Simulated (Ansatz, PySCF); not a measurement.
This Ansatz (an electronic-structure program) input computes a BLYP/def2-TZVPD energy:

Ansatz 0.2 input:
```yaml
crystal:
  periodic: [false, false, false]
  atoms:
    - {symbol: C, position_ang: [1.96845865, -0.10294907, 0.01151639]}
    - {symbol: C, position_ang: [0.54514900, -0.46544654, -0.29445849]}
    - {symbol: O, position_ang: [0.21370753, -1.41894321, -0.95774381]}
    - {symbol: C, position_ang: [-0.54514900, 0.46544654, 0.29445849]}
    - {symbol: O, position_ang: [-0.21370753, 1.41894321, 0.95774381]}
    - {symbol: C, position_ang: [-1.96845865, 0.10294907, -0.01151639]}
    - {symbol: H, position_ang: [2.18186872, 0.90524642, -0.34909671]}
    - {symbol: H, position_ang: [2.63766789, -0.82349551, -0.45157470]}
    - {symbol: H, position_ang: [2.12208968, -0.07654720, 1.09213855]}
    - {symbol: H, position_ang: [-2.12208968, 0.07654720, -1.09213855]}
    - {symbol: H, position_ang: [-2.18186872, -0.90524642, 0.34909671]}
    - {symbol: H, position_ang: [-2.63766789, 0.82349551, 0.45157470]}
basis:
  gaussian:
    orbitals: def2-TZVPD
hamiltonian:
  xc: {name: BLYP}
output: {forces: true}
```

Question: Write an input for the same energy in PySCF and say what it gives.

Answer: 
```python
from pyscf import gto, scf, dft

mol = gto.M(
    atom='''
    C     1.96845865   -0.10294907    0.01151639
    C     0.54514900   -0.46544654   -0.29445849
    O     0.21370753   -1.41894321   -0.95774381
    C    -0.54514900    0.46544654    0.29445849
    O    -0.21370753    1.41894321    0.95774381
    C    -1.96845865    0.10294907   -0.01151639
    H     2.18186872    0.90524642   -0.34909671
    H     2.63766789   -0.82349551   -0.45157470
    H     2.12208968   -0.07654720    1.09213855
    H    -2.12208968    0.07654720   -1.09213855
    H    -2.18186872   -0.90524642    0.34909671
    H    -2.63766789    0.82349551    0.45157470
    ''',
    basis='def2-tzvpd',
    charge=0,
    spin=0,
    verbose=4,
)

mf = dft.RKS(mol, xc='blyp').density_fit(auxbasis='def2-universal-jkfit')
mf.grids.level = 3
mf.conv_tol = 1e-9
mf.max_cycle = 100
mf.max_memory = 1500
mf.kernel()
if not mf.converged:
    mf = mf.newton()
    mf.kernel(mf.make_rdm1())
mf.analyze()
```
It gives -306.51090 Eh, and Ansatz -306.51074 Eh, a difference of 0.16 mEh, from the treatment of integrals and grids.
